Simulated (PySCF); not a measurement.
**Structure from 2D NMR**

Compound of formula C₂HCl₂F₃. Correlations simulated from computed shifts and the bond graph:

HSQC (one-bond C–H):
```
  δH    δC
5.88  81.2
```

HMBC (two and three bonds, from the bond graph):
```
  δH     δC
5.88  132.9
```

Carbons without hydrogens: δ 132.9.

Fast rotation and ring inversion assumed for equivalent nuclei, one conformer, relativity neglected, isolated molecule. PBE0-D3(BJ)/def2-TZVP structure; σ from GIAO-B97-2/pcSseg-2; PySCF 2.14.

Shifts are taken against calculated references (same method and geometry level): TMS for 1H (σref 31.64) and 13C (σref 185.38).

Exchangeable hydrogens are left out of these lists.

Task: Work out the connectivity.

Result: 1,1-Dichloro-2,2,2-Trifluoroethane (FC(F)(F)C(Cl)Cl).

Atom-mapped SMILES (the numbers label the heavy atoms): `[F:1][C:2]([F:3])([F:4])[CH:5]([Cl:6])[Cl:7]`. Each H is labelled by its parent atom.

1. δC 132.9 is C2, a CF3 carbon.
2. δC 81.2 is C5, an sp3 CH bonded to 2 Cl (δH 5.88).
3. HMBC from δH 5.88 reaches the proton-free carbon C2.

The shifts were computed for this structure.

Carbons that carry Cl, above all several Cl atoms, come out too deshielded, partly because spin–orbit coupling is missing. Shifts are as computed. Against solution values, carbons near 30 ppm lie about +3 ppm off and those near 130 ppm about +7 ppm; carbons on Cl a further +5 ppm. Of 1211 compounds with measured shifts, 218 miss one by over three times the rms of a fit or turn the order of signals round; such compounds aren't used in these exercises.
